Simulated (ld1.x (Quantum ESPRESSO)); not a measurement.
## Before and after: TM potential for Rb (Z = 37)

- Element: Rb
- Generator: ld1.x (Quantum ESPRESSO) 7.5
- Type: norm-conserving Troullier–Martins (Kleinman–Bylander form)
- Functional: LDA (PZ)
- Relativity: scalar-relativistic
- Frozen core: [Kr]
- Valence charge: 1
- Reference configuration: 5s1 5p0
- Partial waves: 5s (bound): rc 4.20 bohr; 5p (bound, empty): rc 3.90 bohr; 4d channel at 0.4 Ry: rc 3.85 bohr
- Local potential: all-electron potential smoothed inside 3.05 bohr (lloc = -2)
- Core correction: Bessel-smoothed model core inside 3.85 bohr

Change: core correction Bessel-smoothed model core inside 3.02 bohr.

Cutoffs: the cutoffs (Ry, on a coarse ladder) from which the occupation-weighted sum of valence levels, in a spherical-Bessel basis at the reference potential, stays within 10 and 1 mRy of its value at 400 Ry; they do not see the model core or the augmentation charge, which bear on the density cutoff. Errors are all-electron minus pseudo energies relative to the spin-unpolarised reference configuration.

**Question.** Predict the effect on cutoff, ghosts and configuration errors.

**Answer.** Both files are so soft that the ladder of cutoffs tells neither apart; of the 4 tests that both files solve, the error grows in 4 and shrinks in 0 by more than 15 % and 0.3 meV (median size 2.0 → 2.7 meV); neither file shows a bound ghost. A model core, the more so a compact one, raises the density cutoff, which this test does not measure.

```tsv
quantity	base	changed
cutoff, loose	6 Ry	6 Ry
cutoff, tight	6 Ry	6 Ry
bound ghosts	none	none
error for 5s0.5 5p0, meV [ΔE 1.66 eV]	-1.8	-2.2
error for 5s0 5p1, meV [ΔE 1.62 eV]	-5.8	-7.7
error for 5s1 5p0 (spin-polarised), meV [ΔE -0.13 eV]	+0.5	-1.0
error for 5s0.5 5p0 (spin-polarised), meV [ΔE 1.62 eV]	-2.2	-3.3
s: phases at 4.57 bohr within 0.05 rad from the reference energy up to (Ry; the scan ends near 5)	0.3	0.3
p: phases at 4.57 bohr within 0.05 rad from the reference energy up to (Ry; the scan ends near 5)	0.1	0.1
d: phases at 4.57 bohr within 0.05 rad from the reference energy up to (Ry; the scan ends near 5)	0.6	0.6
```
